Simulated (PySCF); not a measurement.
Input for PySCF: U-B3LYP/LANL2DZ on H2SeZn (SMILES [ZnH][SeH]), a point of a bond scan (R = 2.948 Å).

```python
from pyscf import gto, scf, dft, mp
from pyscf.data.elements import chemcore

mol = gto.M(
    atom='''
    Zn   -0.70919421   -0.50984122   -0.82879930
    H    -1.61369366   -1.16459831   -1.88282235
    Se    0.65395606    0.50525059    0.74073403
    H     0.65607146   -1.94262057    2.38295465
    ''',
    basis='lanl2dz',
    ecp={'Se': 'lanl2dz', 'Zn': 'lanl2dz'},
    charge=0, spin=0, verbose=3, max_memory=1800)
mf = dft.UKS(mol, xc='b3lyp')
mf.conv_tol = 1e-8
mf.max_cycle = 100
mf.init_guess_breaksym = True
mf.kernel()
if not mf.converged:
    mf = mf.newton().run(mf.mo_coeff, mf.mo_occ)
for _ in range(4):
    mo, _, stable, _ = mf.stability(return_status=True)
    if stable:
        break
    mf.kernel(mf.make_rdm1(mo, mf.mo_occ))
```

It printed:

```
converged SCF energy = -75.8771956961751  <S^2> = 4.2762191e-06  2S+1 = 1.0000086
<class 'pyscf.dft.uks.UKS'> wavefunction has an internal instability
converged SCF energy = -75.8991991219588  <S^2> = 0.80761614  2S+1 = 2.0568093
<class 'pyscf.dft.uks.UKS'> wavefunction is stable in the internal stability analysis
```

The calculation finished and met its thresholds. Its determinant has ⟨S²⟩ = 0.81, a mixture of spin states.

Cost: around 25 core-seconds (rough).
